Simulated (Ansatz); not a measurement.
Basis-set extrapolation for ClFHSSi, SMILES `F[Si](S)Cl` radical (PBE0-D4/def2-TZVP geometry, frozen core, Ansatz). Multiplicity 2, UHF reference.

```json
{"": "HF", "def2-TZVPP": "-1246.179657", "def2-QZVPP": "-1246.217787"}
{"": "MP2 correlation", "def2-TZVPP": "-0.705652", "def2-QZVPP": "-0.774427"}
{"": "CCSD(T) correlation", "def2-TZVPP": "-0.772828", "def2-QZVPP": "not run"}
```

Energies in hartree. Use E(X) = E(∞) + A·exp(−7.88·√X) for Hartree–Fock and E(X) = E(∞) + B·X^(−2.97) for correlation, with X = 3 and 4, and add CCSD(T) minus MP2 of the smaller set to the MP2 limit.

**Question.** What is the CCSD(T) energy at the basis-set limit?

**Answer.** HF limit: -1246.217787 + (-0.038130) × 0.13774 = -1246.22304. MP2 limit: -0.774427 + (-0.068775) × 0.74074 = -0.82537. Higher-order term: -0.772828 − (-0.705652) = -0.06718. Total: -1247.11559 hartree, 428.2 kJ/mol below CCSD(T)/def2-TZVPP.
